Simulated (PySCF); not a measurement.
# Nb (niobium, neutral) across methods

[Kr] 4d4 5s1, high-spin 6D determinant. Calculation: PySCF 2.14, in ANO-RCC-VTZP (7s6p4d2f1g, 68 functions); scalar relativity by spin-free X2C-1e.

```
method  E (hartree)  mean ε 4p β (eV)  mean ε 4d α (eV)  mean ε 5s α (eV)  Σ⟨r²⟩ (bohr²)   ⟨S²⟩
M06-2X     -3819.49           -37.162            -5.982            -5.717          57.34  8.751
 M06-L     -3819.10           -33.075            -3.545            -4.187          57.69  8.752
   PBE     -3818.87           -32.761            -3.750            -4.472          58.50  8.751
   LDA     -3814.64           -33.074            -3.827            -4.700          58.59  8.750
 B3LYP     -3819.29           -34.575            -4.512            -4.852          58.39  8.751
   UHF  -3817.12818           -40.112            -7.898            -6.230          58.37  8.756
r2SCAN     -3819.25           -33.357            -3.960            -4.679          57.84  8.752
```

(1) Estimate the same row for PBE0.

Answers

(1) E (hartree) = -3818.93; mean ε 4p β (eV) = -34.834; mean ε 4d α (eV) = -4.867; mean ε 5s α (eV) = -4.987; Σ⟨r²⟩ (bohr²) = 57.86; ⟨S²⟩ = 8.752.
